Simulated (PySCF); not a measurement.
ScF₂, SMILES [Sc+]([F])[F], charge +1. Heavy atoms are numbered as in [Sc+:1]([F:2])[F:3].

Geometry: PBE0-D3(BJ)/def2-TZVP. The multiplicity is an assumed one; other spin states were not compared. The isomer is the one that the SMILES or the coordinates give; other isomers of the formula were not compared.

These are KT2/pcSseg-2 run with PySCF values and carry that method's errors.

GIAO shieldings, no solvent; atoms alike by connectivity are averaged. δ = σ(ref) − σ: ¹⁹F against CFCl3 (σ = 125.1 ppm), references at their B3LYP-D3(BJ)/def2-TZVP geometries, non-relativistic.

```json
[
 {"nucleus": "¹⁹F", "atoms": "F2", "count": "2", "δ (ppm)": "510.4"}
]
```
